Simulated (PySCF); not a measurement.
The numbers are results of B3LYP-D3(BJ)/def2-TZVP // PBE0-D3(BJ)/def2-TZVP run with PySCF, not measurements. Isolated molecules, 0 K electronic values unless said otherwise. One relaxed conformer stands for a flexible species; it need not be the lowest. B3LYP has the VWN-RPA correlation part, as in Gaussian. Excitations are Tamm–Dancoff values on a coarser integration grid. The basis has no diffuse functions, so Rydberg states are missing or too high.

Reference species (SMILES): `[SiH3][Al]([SiH3])[SiH3]` (neutral, multiplicity 1).

The T1 excitation (TDA) is 2.86 eV and the LUMO comes out as -2.78 eV. The S1–T1 gap (TDA) comes out as 0.51 eV.

After one change: the T1 excitation (TDA) rises by 0.53 eV; the LUMO rises by 0.51 eV; the S1–T1 gap (TDA) rises by 0.07 eV.

Problem. Which change was made? The new species is one of these.
A) `[SiH3][Al]([SH])[SH]` (S–Al–S–H torsion -179°, S–Al–S–H torsion -1°)
B) `[SiH3][Al]([SiH3])[SH]` (Si–Al–S–H torsion 0°)
C) `[SH][Al]([SH])[SH]`

Solution. B, `[SiH3][Al]([SiH3])[SH]` (Si–Al–S–H torsion 0°)
